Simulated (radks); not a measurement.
Spherical quantum dot in the effective-mass picture: electrons in a hard-walled sphere of radius 1.37, all in effective atomic units (hartree* = m*/eps^2 hartree, bohr* = eps/m* bohr), one dielectric constant everywhere. Method: non-relativistic Kohn-Sham, PBE, spin-polarised, spherical densities; computed with a radial shooting solver with Libxc functionals. Levels are named by radial order and angular momentum (1s, 1p, 1d, 2s, ...), and open shells are averaged over m. Results are scaled to m* = 0.286 and eps = 12.5, for which hartree* = 49.81 meV and bohr* = 2.313 nm.

N = 13, configuration 1s2 1p6 1d(up 5, down 0). This is the lowest configuration that the search found. Occupied and some empty levels:

level,occupation,eigenvalue (meV),<r> (nm)
1s up,1,775.68,1.795
1s down,1,787.14,1.778
1p up,3,880.82,1.999
1p down,3,894.63,1.992
1d up,5,1031.8,2.133
1d down,0,1046.8,2.130
2s up,0,1175.2,1.511
2s down,0,1181.6,1.518
1f up,0,1222.7,2.231
1f down,0,1238.4,2.229
2p up,0,1431.4,1.685
2p down,0,1439.6,1.686

Energy (meV): total 7879.99, kinetic 4176.9, external 0, Hartree 4372.3, exchange-correlation -669.21.
